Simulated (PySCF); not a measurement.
How methods differ on the ionisation energy of Hf³⁹⁺

Hf³⁹⁺ [Ar] 3d10 4s2 4p3 (4S) → Hf⁴⁰⁺ [Ar] 3d10 4s2 4p2 (3P), as a difference of total energies. Computed with PySCF 2.14 in an even-tempered Gaussian basis (17 s from 4.1 bohr⁻², ratio 2.5; 12 p from 5.3 bohr⁻², ratio 2.5; 8 d from 9.5 bohr⁻², ratio 2.5; 4 f from 27 bohr⁻², ratio 2.7; 4 g from 40 bohr⁻², ratio 2.7), with no relativity, point nucleus. Correlated levels: outer shells: [Ne] frozen; virtual orbitals above 40 to 60 times the deepest correlated orbital energy dropped. The calculations carry no spin-orbit coupling.

```json
{"method": "UHF", "ionisation energy (eV)": "1813.2"}
{"method": "LDA", "ionisation energy (eV)": "1814.8"}
{"method": "PBE", "ionisation energy (eV)": "1814.2"}
{"method": "PBE0", "ionisation energy (eV)": "1814.3"}
{"method": "r2SCAN", "ionisation energy (eV)": "1814.9"}
{"method": "B97-3", "ionisation energy (eV)": "1814.2"}
{"method": "r2SCAN0", "ionisation energy (eV)": "1814.9"}
{"method": "MP2 (outer shells)", "ionisation energy (eV)": "1814.4"}
{"method": "SCS-MP2 (outer shells)", "ionisation energy (eV)": "1814.0"}
```

Spin-orbit coupling is strong in these open shells (close to jj coupling). The scalar numbers leave it out and a first-order estimate fails, so it can dominate the gap to the real levels.

The gap to the reference is mostly relativistic.

For comparison: 1827 ± 4 eV (theoretical estimate listed by NIST; NIST Atomic Spectra Database, ionization energies).
